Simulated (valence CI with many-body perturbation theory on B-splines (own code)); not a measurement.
Energy levels of Tc XIII

Method: configuration interaction combined with many-body perturbation theory (CI+MBPT): three valence electrons over a frozen Dirac-Fock core [Ar] 3d10, radial functions for each j: 11 s, 11 p, 10 d, 8 f, 5 g, 2 h, with the one-electron correlation potential Σ1 (screened to all orders), the two-electron term Σ2, the three-electron term Σ3, Breit, model QED; selected single and double excitations, second order for the rest, scaled by the run's own slope (own B-spline code, finite nucleus).

No measured spectrum was set against this ion. As an estimate, levels hold to about 250 cm⁻¹ or 0.2 % of their energy and the worst to 1 %, as in measured heavy ions of charge 2 to 7; those with d or f electrons hold less well.

Levels 91 to 135 of 194, with energies above the lowest level, 4s2.4p 2P°_1/2. "Leading %" is the weight of the configuration and term that name the level; weights of strongly mixed levels are sums over their largest components and can fall short. Lifetimes count E1, E2, E3, M1 and M2 decay at the calculated energies, and are blank where another channel may lead or the interval is too uncertain; long ones can be off by a factor of two.

```
No.  Configuration  Term    J  E (eV)  Leading %       g  Second component  Lifetime
 91       4s.4p.5s   4P°  5/2  137.37         99   1.601                     8.12 ps
 92       4s.4p.4f    4D  1/2  138.14         98  -0.002                     12.3 ps
 93       4s.4p.4f    2F  7/2  138.36         50   1.145    15 % 4p2.4d 2F   9.49 ps
 94         4s.4d2    4F  3/2  138.82         44   0.644  27 % 4s.4p.4f 4D   7.20 ps
 95         4s.4d2    2D  5/2  138.97         30   1.247    20 % 4s.4d2 4P   9.06 ps
 96         4s.4d2    4P  1/2  139.07         99   2.666                     7.85 ps
 97         4s.4d2    4P  3/2  139.16         63   1.372    18 % 4s.4d2 2D   8.07 ps
 98         4s.4d2    4F  5/2  139.18         51   1.075  32 % 4s.4p.4f 4F   6.44 ps
 99       4s.4p.5s   2P°  3/2  139.20         90   1.364  8 % 4s.4p.5s 4P°   5.68 ps
100         4s.4d2    4P  3/2  139.39         36   1.117    31 % 4s.4d2 2D   8.72 ps
101         4s.4d2    4F  7/2  139.43         59   1.243  34 % 4s.4p.4f 4F   6.34 ps
102         4s.4d2    4P  5/2  139.61         76   1.492     8 % 4s.4d2 2D   8.63 ps
103         4s.4d2    4F  9/2  139.63         65   1.329  31 % 4s.4p.4f 4F   6.31 ps
104       4s.4p.4f    2G  7/2  141.71         42   0.993  27 % 4s.4p.4f 2F   10.5 ps
105       4s.4p.4f    2F  5/2  141.97         55   0.879    33 % 4s.4d2 2F   13.3 ps
106         4s2.5d    2D  3/2  142.03         92   0.800                     22.0 ps
107         4s2.5d    2D  5/2  142.33         90   1.194                     22.0 ps
108         4s.4d2    2F  7/2  142.66         33   1.063  28 % 4s.4p.4f 2F   11.9 ps
109       4s.4p.4f    2G  9/2  143.99         84   1.111    11 % 4s.4d2 2G   9.24 ps
110       4s.4p.4f    2D  5/2  144.95         49   1.164    24 % 4s.4d2 2D   6.89 ps
111       4s.4p.5p    4D  1/2  145.86         70   0.236  25 % 4s.4p.5p 2P   13.4 ps
112       4s.4p.5s   2P°  1/2  146.13         95   0.684                     5.10 ps
113       4s.4p.5s   2P°  3/2  146.29         94   1.342                     6.09 ps
114       4s.4p.4f    2D  3/2  146.36         52   0.817    27 % 4s.4d2 2D   7.53 ps
115       4s.4p.5p    4D  3/2  146.90         61   1.215  24 % 4s.4p.5p 2P   12.7 ps
116         4s.4d2    2S  1/2  147.36         68   1.662    21 % 4s.4d2 2P   6.78 ps
117       4s.4p.5p    4P  1/2  148.11         84   2.486   6 % 4s.4p.5p 2S   15.9 ps
118       4s.4p.5p    4P  3/2  148.14         24   1.378  17 % 4s.4p.5p 2P   10.9 ps
119         4s.4d2    2P  1/2  148.21         56   1.047    22 % 4s.4d2 2S   6.66 ps
120         4s.4d2    2P  3/2  148.40         66   1.352    11 % 4p2.4d 2P   7.11 ps
121       4s.4p.5p    2P  1/2  148.71         61   0.641  23 % 4s.4p.5p 4D   11.2 ps
122       4s.4p.5p    4D  5/2  148.84         61   1.347  17 % 4s.4p.4f 2D   12.6 ps
123       4s.4p.4f    2D  3/2  148.92         67   0.878     9 % 4s.4d2 2D   7.70 ps
124       4s.4p.4f    2D  5/2  149.17         57   1.244  20 % 4s.4p.5p 4D   9.11 ps
125       4s.4p.4f    2F  5/2  149.79         38   0.880    38 % 4s.4d2 2F   4.73 ps
126       4s.4p.5p    4P  3/2  149.84         40   1.347  27 % 4s.4p.5p 2D   13.1 ps
127       4s.4p.4f    2G  9/2  149.89         50   1.112    41 % 4s.4d2 2G   5.15 ps
128         4s.4d2    2F  7/2  149.90         36   1.098  26 % 4s.4p.4f 2F   4.82 ps
129       4s.4p.4f    2G  7/2  150.47         44   0.931    32 % 4s.4d2 2G   5.24 ps
130       4s.4p.5p    2D  3/2  150.94         38   1.319  19 % 4s.4p.5p 4S   12.3 ps
131       4s.4p.5p    4P  5/2  151.15         61   1.477  21 % 4s.4p.5p 2D   15.2 ps
132       4s.4p.5p    4D  7/2  151.80         99   1.429                     16.1 ps
133       4s.4p.5p    4S  3/2  152.55         57   1.675  23 % 4s.4p.5p 2P   14.2 ps
134       4s.4p.5p    2D  5/2  153.24         74   1.293  23 % 4s.4p.5p 4P   11.9 ps
135       4s.4p.5p    2S  1/2  154.84         82   1.880  10 % 4s.4p.5p 2P   11.4 ps
```

Names give the largest LS component (configuration and term), which can be under half, so a name can repeat, a term be missing and a line seem to break the LS rules; names also repeat where a configuration has a term twice.

Where two levels of one J and parity lie close, their mixing, g and order are uncertain.
